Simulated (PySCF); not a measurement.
## Frontier orbitals and the lowest excitations

Compound: C6H9Cl.
SMILES with atom numbers: `[Cl:1][C@H:2]1[CH2:3][C:4]12[CH2:5][CH2:6][CH2:7]2` (hydrogens: H8 on C2; H9, H10 on C3; H11, H12 on C5; H13, H14 on C6; H15, H16 on C7)

Structure used (PBE0-D3(BJ)/def2-SVP), in Å, numbered top down from 1:
```xyz
16
C6H9Cl angstrom
Cl    -1.7741    2.9525   -0.1437
C     -1.4423    1.3279   -0.7329
C     -0.2704    1.0861   -1.6281
C     -0.2533    0.5904   -0.2137
C      0.6598    1.0509    0.9172
C      0.6814   -0.4009    1.4517
C     -0.2324   -0.8524    0.2874
H     -2.3676    0.7719   -0.9068
H      0.3630    1.9459   -1.8646
H     -0.3942    0.3645   -2.4417
H      0.1907    1.7927    1.5811
H      1.6338    1.4440    0.5902
H      1.6747   -0.8712    1.4579
H      0.2407   -0.5241    2.4509
H     -1.2148   -1.2478    0.5876
H      0.2302   -1.5656   -0.4119
```

Method: PySCF 2.14.0, density-fitted response routines, TDDFT CAM-B3LYP/def2-SVPD, vertical, gas phase, core orbitals frozen in the response.

Frontier orbitals with the atoms that hold most of them (Löwdin shares over 4%, at most four atoms; ? is withheld):

```json
{"orbital": "LUMO+2", "ε (eV)": "1.75", "atoms": "Cl1 20%, C6 14%, H13 9%, H14 8%"}
{"orbital": "LUMO+1", "ε (eV)": "1.54", "atoms": "Cl1 46%, C2 12%, H8 7%, C3 5%"}
{"orbital": "LUMO", "ε (eV)": "?", "atoms": "?"}
{"orbital": "HOMO", "ε (eV)": "-8.93", "atoms": "?"}
{"orbital": "HOMO-1", "ε (eV)": "-9.25", "atoms": "Cl1 23%, C3 22%, C4 16%, C2 8%"}
{"orbital": "HOMO-2", "ε (eV)": "-10.23", "atoms": "Cl1 32%, C5 15%, C7 11%, C6 9%"}
{"orbital": "HOMO-3", "ε (eV)": "-10.43", "atoms": "Cl1 28%, C7 15%, C5 14%, C4 12%"}
```

(1) Which atoms hold the HOMO, and with what shares?

(2) Which atoms hold the LUMO, and with what shares?

(3) What is the LUMO energy, and the HOMO–LUMO gap?

Results:

(1) Cl1 (bonded to C) 37%; C2 (bonded to 2 C, Cl and H) 22%; C4 (bonded to 4 C) 13%; C3 (bonded to 2 C and 2 H) 9%. By element: carbon 44% or more, chlorine 37%.

(2) Cl1 (bonded to C) 13%; C7 (bonded to 2 C and 2 H) 12%; C6 (bonded to 2 C and 2 H) 11%; C5 (bonded to 2 C and 2 H) 8%. By element: carbon 31% or more, chlorine 13%.

(3) ε(LUMO) = 1.38 eV; the gap is 10.30 eV (0.3787 hartree).

Question: How does S1 compare with the orbital gap of 10.30 eV?

Answer: S1 is at 6.84 eV (f = 0.0039), 3.46 eV below the gap, made of HOMO→LUMO+1 (64%), HOMO→LUMO (10%). Its leading pair isn't HOMO and LUMO; the energies of that pair differ by 10.47 eV. 

Next come S2 at 7.32 eV (f 0.0082), HOMO-1→LUMO+1 (57%), HOMO-1→LUMO (10%); S3 at 7.52 eV (f 0.021), HOMO→LUMO (56%), HOMO→LUMO+2 (18%), HOMO→LUMO+1 (14%); S4 at 7.82 eV (f 0.0039), HOMO-1→LUMO (66%), HOMO-1→LUMO+1 (14%); S5 at 7.99 eV (f 0.012), HOMO→LUMO+2 (45%), HOMO→LUMO (24%), HOMO→LUMO+3 (8%).

On an x86-64 server with one thread, shared host, this took 2.0 min wall, 69 s CPU.
